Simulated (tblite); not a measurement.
Compound: C3H5F3Si.
Numbering: `[F:1]/[CH:2]=[C:3](\[F:4])[C@H:5]([F:6])[SiH3:7]` (hydrogens: H8 on C2; H9 on C5; H10, H11, H12 on Si7)

Computed with GFN2-xTB (tblite), gas phase: L-BFGS steps from a force-field or distance-geometry start until the largest atomic force falls under 0.01 eV/Å.

Geometry at step 11:
```
atom  x, y, z in Å
F1      2.8099    1.4996   -0.1424
C2      1.8773    0.5993   -0.4707
C3      0.9824    0.1001    0.3676
F4      0.9166    0.4365    1.6733
C5     -0.1090   -0.8300   -0.0234
F6      0.0432   -1.1968   -1.3487
Si7    -1.8330    0.0718    0.1914
H8      1.9168    0.3197   -1.5088
H9     -0.0396   -1.7576    0.5616
H10    -2.6626   -0.4430   -0.8904
H11    -1.5700    1.5029    0.0535
H12    -2.3308   -0.3030    1.5110
```

Task: Give the atomic forces at this geometry.

Result: 
```tsv
atom	Fx (eV/Å)	Fy (eV/Å)	Fz (eV/Å)
F1	0.065	0.055	0.150
C2	-0.009	0.040	-0.010
C3	0.065	-0.104	-0.048
F4	0.052	0.050	-0.038
C5	-0.160	0.031	-0.017
F6	0.014	0.001	0.078
Si7	0.085	-0.109	-0.017
H8	-0.032	-0.054	-0.078
H9	-0.041	0.092	-0.050
H10	-0.012	-0.015	-0.012
H11	-0.038	-0.029	0.017
H12	0.012	0.042	0.024
```

The largest, 0.17 eV/Å, acts on F1; the rms over all components is 0.062 eV/Å. The forces sum to zero within rounding, as they must for an isolated molecule in no field.

Task: Give the force on F1 in Eh/bohr and in nN.

Result: 0.172 eV/Å ÷ 51.422 = 0.00335 Eh/bohr, and 0.172 eV/Å × 1.602 = 0.28 nN.

Task: How far is this geometry from the end of the optimisation?

Result: 0.037 eV above it, and 0.385 Å rms away after alignment. The bonds farthest from their final lengths, with half the difference of the two atoms' forces along the bond (positive lengthens):

| bond | now (Å) | final (Å) | force along bond (eV/Å) |
| --- | --- | --- | --- |
| C5–Si7 | 1.957 | 1.943 | -0.14 |
| F1–C2 | 1.337 | 1.340 | +0.05 |
| Si7–H10 | 1.457 | 1.459 | +0.01 |
| C5–H9 | 1.099 | 1.097 | -0.03 |
| C2–H8 | 1.076 | 1.078 | +0.04 |
| C5–F6 | 1.384 | 1.382 | -0.03 |

The angle farthest from its final value is C3–C5–Si7, 109.2° against 111.8°.

What follows is the cost of the whole relaxation. Hardware: one thread of an Arm Neoverse N1, on a shared host. Cost: 0.8 s.
